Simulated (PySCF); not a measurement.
I (iodine, neutral) across methods

[Kr] 4d10 5s1 5p6, 2S determinant (an excited configuration). Calculation: PySCF 2.14, in def2-QZVPPD with the def2 core potential (28 electrons) (8s7p5d4f1g, 91 functions); scalar relativity through the core potential.

```tsv
method	E (hartree)	mean ε 5s α (eV)	mean ε 5p α (eV)	mean ε 5p β (eV)	Σ⟨r²⟩ (bohr²)	⟨S²⟩
BLYP	-297.2446	-18.439	-7.717	-7.149	61.03	0.752
r2SCAN	-297.3964	-19.461	-8.371	-7.470	60.51	0.757
LDA	-296.8738	-18.821	-8.036	-7.482	60.62	0.752
wB97M-V	-297.2504	-23.454	-11.376	-10.172	61.01	0.755
UHF	-296.19177	-26.629	-12.471	-9.580	62.25	0.783
BP86	-297.4291	-18.721	-8.021	-7.425	60.58	0.752
PBE	-297.2813	-18.602	-7.931	-7.301	60.74	0.752
HSE06	-297.2870	-20.328	-8.814	-7.764	60.82	0.755
PBE0	-297.2876	-20.807	-9.252	-8.153	60.73	0.755
```

Energies and moments cover only the electrons outside the core potential.
